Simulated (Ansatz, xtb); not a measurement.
C2H3BF: where a starting geometry ends

The starting geometry of this gas-phase doublet was built from a drawn formula by distance geometry and a force field; its bonds are those of `[BH]C[C]F`.

```xyz
7

C     0.1199    0.0865   -0.6796
C     0.6293   -0.3915    0.6136
B     0.7294   -0.7863   -1.8361
F     0.0960    0.3773    1.7064
H     1.3855   -0.3471   -2.6764
H    -0.9494    0.0622   -0.7028
H     0.4441    1.1670   -0.8324
```

Question: Predict what becomes of its bonds when it is optimised with r2SCAN-D4/def2-SVP.

Answer: It rearranges to `F[C]1BC1`. Contacts that close: C2–B3 (2.48 → 1.45 Å).

The energy falls by 3.08 eV over 27 steps:

```
step  E − E(last) (eV)
   1             3.085
   4             2.721
   7             2.614
  10             2.532
  13             2.426
  15             1.625
  18             0.285
  21             0.011
  24             0.001
  27             0.000
```

Final geometry (Å):

```xyz
7

C    -0.2497    0.4120   -0.7701
C     0.7133   -0.1964    0.1261
B     1.0299   -0.4318   -1.2735
F     0.8670   -0.2690    1.4311
H     1.6540   -0.8574   -2.1982
H    -1.2755   -0.0057   -0.8456
H    -0.2842    1.5164   -0.8772
```

From the same start GFN2-xTB reaches the same bonding as this run.

No frequencies were run, so the end isn't proven a minimum. Open shells are spin-unrestricted. Run with Ansatz 0.2.0, 3.8 min on 1 thread of Arm Neoverse V1, on a shared host.
